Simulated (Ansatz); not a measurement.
Species: BCl$_{2}$I, SMILES `ClB(Cl)I` (charge 0, multiplicity 1).

Give a relaxed geometry from PBE0-D3(BJ)/def2-TZVP (Ansatz, a quantum-chemistry and plane-wave program).

the end point of this relaxation (outside a Z-matrix the atoms follow the SMILES, hydrogens last).
Z-matrix (Å, degrees):
```
B
Cl 1 1.7343
Cl 1 1.7343 2 120.02
I 1 2.1179 2 119.99 3 -180.00
```
